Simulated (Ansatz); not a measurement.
Abridged output of a molecular run in Ansatz:

```
Functional definition: HF
1511 factors; integrals over basis functions are off by at most 1.0e-3 eV
mean field evaluation 1: about -28712.6423 eV, gradient 6.0e1 eV
mean field evaluation 2: about -28712.8237 eV, gradient 6.0e1 eV
mean field evaluation 4: about -28719.2079 eV, gradient 3.6e0 eV
mean field evaluation 8: about -28719.2843 eV, gradient 3.4e-1 eV
mean field evaluation 16: about -28719.2852 eV, gradient 1.9e-6 eV
mean field -28719.28524046 eV, -1055.4142659562 hartree, gradient 1.9e-6 eV, S^2 0.000000; 0 other end points of the search recorded, 0 dependent functions left out
12 core orbitals not correlated: weight in the atoms' cores, before any rotation towards them, 1.000 or more for the frozen orbitals, at most 0.000 for the correlated occupied ones
reference -28719.28524046 eV, -1055.4142659562 hartree; 20, 20 occupied and 212, 212 virtual orbitals, 1511 factors
second order -32.66157201 eV of doubles, -0.00000000 eV of singles
cycle   1  -32.38722055 eV  change    2.7e-1 eV  update   1.6e-1
cycle   2  -33.14956784 eV  change   -7.6e-1 eV  update   6.7e-2
cycle   3  -33.40216821 eV  change   -2.5e-1 eV  update   3.0e-2
cycle   4  -33.38262366 eV  change    2.0e-2 eV  update   9.0e-3
cycle   5  -33.37293137 eV  change    9.7e-3 eV  update   3.5e-3
cycle   6  -33.37446120 eV  change   -1.5e-3 eV  update   1.1e-3
cycle   7  -33.37426391 eV  change    2.0e-4 eV  update   4.4e-4
cycle   8  -33.37405362 eV  change    2.1e-4 eV  update   1.6e-4
cycle   9  -33.37415557 eV  change   -1.0e-4 eV  update   6.7e-5
cycle  10  -33.37417403 eV  change   -1.8e-5 eV  update   2.6e-5
perturbative correction -1.48508540 eV, -0.0545758819 hartree
Total energy: -28754.14449990 eV, -1056.6953201120 hartree
```

Its atoms:

Cartesian coordinates in Å:
```
O -0.534 -1.344 -0.923
Zr -0.193 0.116 0.245
O 0.916 -0.311 1.723
S 1.029 1.831 -1.014
Cl -2.268 0.957 1.006
H -0.637 -2.178 -1.372
H 1.417 -0.686 2.442
H 0.271 1.616 -2.106
```

Problem. Which basis set was used?
A. def2-TZVPP
B. def2-SVPD
C. def2-QZVPP
D. def2-SVP

Solution. A. It gives 244 functions.

Problem. Write the keys of the input that set method, charge and spin (a neutral closed shell needs none for the last two).

Solution. 
```yaml
correlation: {method: ccsd_t}
```
